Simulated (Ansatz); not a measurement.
Ideal-gas functions of ClFHIOZr (`[OH][Zr]([F])([Cl])[I]`) at 800 K and 1 bar, from an Ansatz frequency run at PBE0-D4/def2-TZVP.

Molar mass 289.59 g/mol, point group C1 (symmetry number 1), electronic degeneracy 1, moments of inertia 266.441, 781.484, 872.589 u Å². Harmonic wavenumbers (cm⁻¹, unscaled): 76, 106, 130, 134, 171, 221, 244, 272, 409, 677, 760, 3984.

Use S(trans) = R[1.5 ln M + 2.5 ln T − 1.1517]; rotational temperatures θ = 24.2544 K / I; S(rot) = R[ln(√π/σ · √(T³/θAθBθC)) + 1.5]; for each mode x = 1.438777 ν̃/T, S = R[x/(eˣ − 1) − ln(1 − e⁻ˣ)] and H = RT x/(eˣ − 1); 1 cm⁻¹ = 0.0119627 kJ/mol; R = 8.31446 J/(mol·K).

Problem. By hand: the entropy, in J/(mol·K).

Solution. Translation 200.1. Rotation: θ = 0.091, 0.031, 0.0278 K, giving 139.9. Vibration, mode by mode: 24.87, 22.11, 20.42, 20.17, 18.15, 16.04, 15.23, 14.34, 11.05, 7.17, 6.33, 0.05, in all 175.9. Electronic 0.0. Sum 515.9 J/(mol·K).

Problem. By hand: H − E and G − E in kJ/mol, counted from the electronic energy.

Solution. Zero-point energy ½ × 7184 × 0.0119627 = 43.0; thermal vibration 56.6; translation, rotation and pV give 4 RT = 26.6. H − E = 126.2 kJ/mol, and G − E = 126.2 − 800 × 515.9/1000 = -286.5 kJ/mol.

Vibration gives 34 % of the entropy, 87.6 J/(mol·K) of it from the modes under 150 cm⁻¹: soft modes count most, and the harmonic formula is weakest for them. The sum counts one conformer and one mirror image; others add a mixing term.
